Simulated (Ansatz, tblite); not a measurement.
Cost and result up the ladder for the cluster B₃F₃ (6 atoms). The state is a singlet with charge 0. Geometry: PBE0-D4/def2-SVP.

```xyz
6

B     0.935   -0.291   -0.472
B    -0.730    0.020    0.805
B    -0.392    0.518   -0.637
F     1.920   -1.017   -0.083
F    -0.974    1.287   -1.583
F    -0.758   -0.517    1.971
```

Ansatz on 4 threads of Intel Xeon Platinum 8259CL on a shared host; xTB runs through tblite on one thread. Times are rough, summed over both states, and most runs start from the orbitals of an earlier one. B2PLYP/def2-TZVP serves as the yardstick here, not as an exact answer. The other state is a triplet at its own geometry, which has other bonds, so the gap mixes isomer and spin.

The xTB rows come from tblite. Correlated methods freeze 6 core orbitals. The structure comes from a short search, and lower isomers may exist.

Run but left out: HF/STO-3G (singlet: restricted singlet, unstable in another Hartree–Fock run and untested here); HF/def2-TZVP, HF/def2-TZVPP (singlet: restricted singlet, unstable towards broken spin symmetry).

Correlated methods converge slowly with the basis.

xTB has no spin-polarisation term.

```csv
level,functions,wall time,triplet − singlet (eV),difference from B2PLYP/def2-TZVP (eV),remarks
GFN1-xTB,24,0.008 s,1.26,0.80,–
GFN2-xTB,24,0.008 s,1.18,0.72,–
revPBE-D4/def2-TZVP,186,3.1 s,0.33,-0.12,–
PBE-D4/def2-TZVP (with forces),186,3.2 s,0.33,-0.12,–
PBE0-D4/def2-TZVP,186,4.8 s,0.22,-0.23,–
MP2/def2-TZVP,186,4.9 s,0.51,0.05,restricted SCF unstable (singlet)
r2SCAN-D4/def2-TZVP,186,6 s,0.18,-0.27,–
B2PLYP/def2-TZVP,186,7 s,0.45,0.00,–
CCSD(T)/def2-TZVPP,186,87 s,0.50,0.04,restricted SCF unstable (singlet)
```
